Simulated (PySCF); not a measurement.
All values below come from TPSSh-D3(BJ)/def2-TZVP // CAM-B3LYP-D3(BJ)/def2-SVP run with PySCF. Gas-phase values, no solvent. One relaxed conformer stands for a flexible species; it need not be the lowest. Excitations are Tamm–Dancoff values on a coarser integration grid. The basis has no diffuse functions, so Rydberg states are missing or too high.

Reference species (SMILES): `C[CH2][In]([I])[CH2]C` (C–C–In–I torsion 0°, I–In–C–C torsion 178°) (neutral, multiplicity 1).

The LUMO is -1.63 eV, the S1–T1 gap (TDA) is 0.12 eV and the S1 excitation (TDA) is 4.09 eV. The S1 oscillator strength comes out as 0.000.

After one change: the LUMO increases by 0.46 eV; the S1–T1 gap (TDA) rises by 0.08 eV; the S1 excitation (TDA) goes up by 0.05 eV; the S1 oscillator strength hardly moves.

Question: Which change was made? The new species is one of these.
A) `[I][In]([I])[I]`
B) `C[CH2][In]([CH2]C)[CH2]C`
C) `C[CH2][In]([I])[I]` (C–C–In–I torsion 179°)

Answer: B, `C[CH2][In]([CH2]C)[CH2]C`
